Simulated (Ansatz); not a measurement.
```yaml
crystal:
  periodic: [false, false, false]
  atoms:
    - {symbol: C, position_ang: [1.403594, -0.625966, -2.212318]}
    - {symbol: C, position_ang: [1.615585, 0.741072, -1.569006]}
    - {symbol: C, position_ang: [0.340466, 1.281076, -0.999812]}
    - {symbol: O, position_ang: [-0.275530, 2.219326, -1.388857]}
    - {symbol: O, position_ang: [-0.037694, 0.552321, 0.115983]}
    - {symbol: C, position_ang: [-1.372019, 0.339401, 0.393641]}
    - {symbol: O, position_ang: [-2.207707, 0.306083, -0.452081]}
    - {symbol: C, position_ang: [-1.574231, 0.101670, 1.859765]}
    - {symbol: C, position_ang: [-0.738724, -1.049975, 2.405969]}
    - {symbol: H, position_ang: [1.052364, -1.354917, -1.480542]}
    - {symbol: H, position_ang: [2.340860, -0.992216, -2.633777]}
    - {symbol: H, position_ang: [0.668548, -0.569709, -3.017290]}
    - {symbol: H, position_ang: [2.347011, 0.662245, -0.759543]}
    - {symbol: H, position_ang: [1.979878, 1.467456, -2.295308]}
    - {symbol: H, position_ang: [-2.639403, -0.076909, 2.006387]}
    - {symbol: H, position_ang: [-1.311319, 1.029619, 2.378309]}
    - {symbol: H, position_ang: [-0.981571, -1.985982, 1.898395]}
    - {symbol: H, position_ang: [0.327391, -0.859616, 2.279789]}
    - {symbol: H, position_ang: [-0.937487, -1.184982, 3.470276]}
basis:
  gaussian: {orbitals: aug-cc-pVDZ}
magnetization: {spin_polarized: true, initial_magnetization: 2}
hamiltonian: {xc: {name: CAM-B3LYP}, dispersion: d4}
multiplicity: 3
output: {forces: true}
```

```sh
$ ansatz run in.yaml --threads 2 --pin off --events-out ev --progress --plain --max-ram 22528MiB --backend cuda --devices 0, --max-vram 18GiB
```

It prints (some lines left out):

```
Error: YAML parse error: error: line 27 column 1: unknown field `multiplicity`, expected one of crystal, accuracy, basis, kpoints, hamiltonian, magnetization, projection, total_charge, correlation, batch, efield, external_charges, scf, relax, neb, saddle, md, ramp, phonons, dielectric, real_time, elastic, magnetic_configurations, gw, evaluate, workflow, output, checkpoint, execution
25 | magnetization: {spin_polarized: true, initial_magnetization: 2}
26 | hamiltonian: {xc: {name: CAM-B3LYP}, dispersion: d4}
27 | multiplicity: 3
28 | output: {forces: true}
```

Task: Something in this input is off. What?

Result: The input holds a key that doesn't belong there. The input was rejected before any iteration.
